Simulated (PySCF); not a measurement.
Correlation energy of Cu⁺ (copper, charge +1)

[Ar] 3d10, closed-shell 1S. All numbers are calculated (PySCF 2.14, the spin-free X2C one-electron Hamiltonian (Gaussian nucleus), in x2c-TZVPall). Frozen: [Ar]; 10 electrons correlated.

Total MP2 correlation energy: -379.86 mhartree.

Same-spin part -140.84 and opposite-spin part -239.02 mhartree; SCS-MP2 scales them by 1/3 and 6/5 to -333.77 mhartree.

```csv
level,correlation energy (mhartree)
CCSD,-330.03
(T),-8.50
CCSD(T),-338.53
```

Diagnostics: T1 = 0.014, D1 = 0.0203, largest double amplitude 0.022.

Cost of the coupled-cluster step: 0.61 s of wall time on 1 thread of AMD EPYC 7R43 64-Core Processor (shared host), for 10 correlated electrons.

Iterations:

```
CC2 = 0
CCSD nocc = 5, nmo = 39
frozen orbitals [0, 1, 2, 3, 4, 5, 6, 7, 8]
max_cycle = 100
direct = 0
conv_tol = 1e-08
conv_tol_normt = 1e-06
diis_space = 8
diis_start_cycle = 0
Init t2, MP2 energy = -1653.27006390029  E_corr(MP2) -0.379858532505461
Init E_corr(CCSD) = -0.379858532551408
cycle = 1  E_corr(CCSD) = -0.311014281586958  dE = 0.068844251  norm(t1,t2) = 0.0733462
cycle = 2  E_corr(CCSD) = -0.337702416129356  dE = -0.0266881345  norm(t1,t2) = 0.0409757
cycle = 3  E_corr(CCSD) = -0.330616955004961  dE = 0.00708546112  norm(t1,t2) = 0.0277537
cycle = 4  E_corr(CCSD) = -0.329944154629998  dE = 0.000672800375  norm(t1,t2) = 0.00200368
cycle = 5  E_corr(CCSD) = -0.329987375713966  dE = -4.3221084e-05  norm(t1,t2) = 0.000845327
cycle = 6  E_corr(CCSD) = -0.330046280311369  dE = -5.89045974e-05  norm(t1,t2) = 9.75656e-05
cycle = 7  E_corr(CCSD) = -0.330037735195147  dE = 8.54511622e-06  norm(t1,t2) = 2.71278e-05
cycle = 8  E_corr(CCSD) = -0.330034881965255  dE = 2.85322989e-06  norm(t1,t2) = 1.18013e-05
cycle = 9  E_corr(CCSD) = -0.330034043222036  dE = 8.38743219e-07  norm(t1,t2) = 2.96843e-06
cycle = 10  E_corr(CCSD) = -0.330034173789623  dE = -1.30567587e-07  norm(t1,t2) = 3.58681e-07
cycle = 11  E_corr(CCSD) = -0.330034162773294  dE = 1.10163293e-08  norm(t1,t2) = 5.43079e-08
cycle = 12  E_corr(CCSD) = -0.330034164374043  dE = -1.60074931e-09  norm(t1,t2) = 1.16965e-08
CCSD converged
E(CCSD) = -1653.220239532162  E_corr = -0.3300341643740429
CCSD(T) correction = -0.00849948900736333
```
